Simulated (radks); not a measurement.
The numbers below are computed, except where a source is named.
Coherent X-ray form factor from a spherical all-electron density. Code: a radial shooting solver on a logarithmic mesh with Libxc functionals. Model: scalar-relativistic Kohn-Sham, PBE, spin-polarised, spherical densities, finite nucleus; Fermi nuclear charge, rms radius of each element as measured or else 0.836 A^(1/3) + 0.57 fm.

| sin(theta)/lambda (1/angstrom) | f0 (electrons) |
|---|---|
| 0.05 | 26.716 |
| 0.1 | 25.905 |
| 0.15 | 24.672 |
| 0.2 | 23.153 |
| 0.25 | 21.483 |
| 0.3 | 19.771 |
| 0.4 | 16.519 |
| 0.5 | 13.752 |
| 0.6 | 11.563 |
| 0.8 | 8.704 |
| 1 | 7.181 |
| 1.25 | 6.104 |
| 1.5 | 5.298 |
| 2 | 3.848 |

The species is in the configuration that NIST lists as its ground one. Which atom or ion scatters so?

Answer. The copper ion Cu2+, [Ar] 3d(up 4.5, down 4.5). Extrapolating in s^2 from the first two rows gives f0(0) = 27.0, near the electron count 27; among species with that count, the fall with angle is slower the higher Z, and the table is that of Z = 29; from so few rows the species is fixed only to a neighbour or two.
